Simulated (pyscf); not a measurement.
## `[O]=[Sn][OH]`, doublet

Gas-phase minimum from PySCF at ωB97X-D3(BJ)/def2-SVP, one conformer. Other isomers of [O=Sn–OH]• were not searched in full and may lie lower. 

SMILES: [O]=[Sn][OH]
```xyz
4

O      1.5586    -1.5653    -0.5294
Sn     0.3550    -0.5567    -1.7873
O     -0.3254     0.6384    -0.3488
H     -0.9706     1.2864    -0.6578
```
Charge 0, spin multiplicity 2.

Bonded distances (Å): O1–Sn2 2.012, Sn2–O3 1.990, O3–H4 0.965. Angles (°): O1–Sn2–O3 93.1, Sn2–O3–H4 113.6.

Properties at ωB97X-D3(BJ)/def2-SVP:

```
Item                                                                                                                                                Value
---------------------------------------------------------------------------------------------------------------------  ----------------------------------
Harmonic wavenumbers, unscaled                                                                                         179, 355, 582, 626, 742, 3894 cm⁻¹
Zero-point energy                                                                                                                            9.1 kcal/mol
Rotational symmetry number                                                                                                                              1
Entropy of this conformer at 298 K and 1 atm, rigid rotor and harmonic oscillator, modes under 100 cm⁻¹ raised to 100                     298.9 J/(mol K)
Dipole moment                                                                                                                                      3.87 D
Spin expectation value S2                                                                                                                           0.756
```

Single-point totals, which compare only within one level (frozen core for MP2 and CC):

```json
[
 {"level": "ωB97X-D3(BJ)/def2-TZVP", "total energy (hartree)": "-365.47454"},
 {"level": "PBE/def2-TZVP", "total energy (hartree)": "-365.23804"},
 {"level": "r²SCAN/def2-TZVP", "total energy (hartree)": "-365.40034"},
 {"level": "B3LYP-D3(BJ)/def2-TZVP", "total energy (hartree)": "-365.47024"},
 {"level": "PBE0-D3(BJ)/def2-TZVP", "total energy (hartree)": "-365.23470"},
 {"level": "M06-2X/def2-TZVP", "total energy (hartree)": "-365.26094"},
 {"level": "ωB97M-D3(BJ)/def2-TZVP", "total energy (hartree)": "-365.45615"},
 {"level": "UHF/def2-TZVPP", "total energy (hartree)": "-363.72432"},
 {"level": "MP2/def2-TZVPP", "total energy (hartree)": "-364.46071"},
 {"level": "CCSD/def2-TZVPP", "total energy (hartree)": "-364.46389"},
 {"level": "CCSD(T)/def2-TZVPP", "total energy (hartree)": "-364.48987"}
]
```

Soft torsions are taken as harmonic, which can shift the entropy by several J/(mol K). The CCSD(T) − MP2 part came from Ansatz, without density fitting, on the same reference. The frozen core leaves the outer d or s,p core shells of the metals and heavy elements correlated in the MP2 and CC values, and def2-TZVPP describes them poorly, so these totals are far from the basis limit. Elements past Kr carry the def2 core potentials, without spin-orbit coupling.
